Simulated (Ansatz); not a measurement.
Start from `B[CH2][GeH2][F]` and change one atom or group to get `[F][GeH2][CH2]Cl`.

Ansatz, PBE0-D4/def2-TZVP geometries, multiplicity 1. Each molecule was computed in one conformer, which needn't be the lowest.

Scalar relativity is left out up to krypton.

```tsv
property	`B[CH2][GeH2][F]`
HOMO energy (PBE0/def2-TZVPP) / eV	-9.13
HOMO energy (PBE/def2-TZVPP) / eV	-7.80
LUMO energy (PBE0/def2-TZVPP) / eV	-1.78
size of the dipole moment (B3LYP/def2-TZVPP) / D	1.30
size of the dipole moment (ωB97M-V/def2-TZVPP) / D	1.31
HOMO–LUMO gap (ωB97M-V/def2-TZVPP) / eV	11.45
```

(1) Give the same properties after the change, and the shifts. (Estimate.)

Answers

(1) Computed: 
```csv
property,`[F][GeH2][CH2]Cl`,shift
HOMO energy (PBE0/def2-TZVPP) / eV,-8.23,0.90
HOMO energy (PBE/def2-TZVPP) / eV,-6.88,0.92
LUMO energy (PBE0/def2-TZVPP) / eV,-0.07,1.71
size of the dipole moment (B3LYP/def2-TZVPP) / D,2.82,1.52
size of the dipole moment (ωB97M-V/def2-TZVPP) / D,2.83,1.52
HOMO–LUMO gap (ωB97M-V/def2-TZVPP) / eV,12.25,0.80
```

With PBE0 the HOMO rises by 0.90 eV and the LUMO rises by 1.71 eV, so the gap widens by about 0.81 eV. PBE moves the HOMO by 0.92 eV and ωB97M-V by 0.88 eV. Dipoles are sizes alone; their direction can turn.

B3LYP here is the variant with VWN-RPA as its local correlation; programs differ in this.
